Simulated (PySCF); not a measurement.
In(H)(Cl)(Et) (C2H6ClIn), SMILES [InH]([CH2]C)[Cl].

Coordinates come from a B3LYP-D3(BJ)/def2-SVP optimisation. The structure was generated by enumeration; whether it is a known compound was not checked. The def2 effective core potentials stand for the cores of In; spin–orbit coupling is left out. The values are those of a single conformer.

Two levels are set side by side: PBE/def2-TZVP (PySCF) and CAM-B3LYP/def2-TZVP (PySCF). Same geometry, gas phase. Differences are taken from unrounded values.

```
quantity                     CAM-B3LYP    PBE  PBE minus CAM-B3LYP
---------------------------  ---------  -----  -------------------
orbital gap (eV)                  8.01   4.04                -3.97
highest occupied level (eV)      -8.86  -6.38                 2.48
lowest empty level (eV)          -0.85  -2.34                -1.49
dipole moment (D)                 3.75   3.63                -0.12
mean polarisability (bohr³)       74.3   78.4                  4.1
```

PBE's occupied levels lie high since its potential decays too fast outside the molecule; exact exchange lowers them and widens the gap. PBE's more diffuse valence density responds more strongly to a field. Differences between two approximate levels are no errors against the true value.

Rough cost on one machine, each run with all the roots and properties that it gave: CAM-B3LYP against PBE within a factor of 2.
